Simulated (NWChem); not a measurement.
System: HfBr$_{4}$; SMILES [Br][Hf]([Br])([Br])[Br]

No frequency run checked for a minimum. def2 effective core potentials on Hf; no spin-orbit coupling.

Question: Give the equilibrium geometry at PBE0/def2-SVP with def2 effective core potentials on Hf (NWChem) as a Z-matrix, with the point group.

Answer: point group Td; any orientation.
```
Hf
Br 1 2.4734
Br 1 2.4734 2 109.47
Br 1 2.4734 2 109.47 3 -120.00
Br 1 2.4734 2 109.47 3 120.00
```
